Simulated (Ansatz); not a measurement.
Ansatz results at the PBE0-D4/def2-TZVP geometry: LUMO energy (PBE0/def2-TZVPP) -1.72 eV; HOMO energy (ωB97M-V/def2-TZVPP) -8.97 eV; size of the dipole moment (ωB97M-V/def2-TZVPP) 2.84 D.

Each molecule was computed in one conformer, which needn't be the lowest.

(1) Which molecule gave them?
A. `[SiH3]CCI`
B. `CBC=[Se]`
C. `C[SiH2]C(=N)O`
D. `[OH][AlH][Al]([F])[CH2]S`

Results:

(1) D. The others give `C[SiH2]C(=N)O`: -0.26, -10.00, 1.58; `[SiH3]CCI`: -0.96, -9.42, 1.48; `CBC=[Se]`: -2.74, -8.74, 1.43.
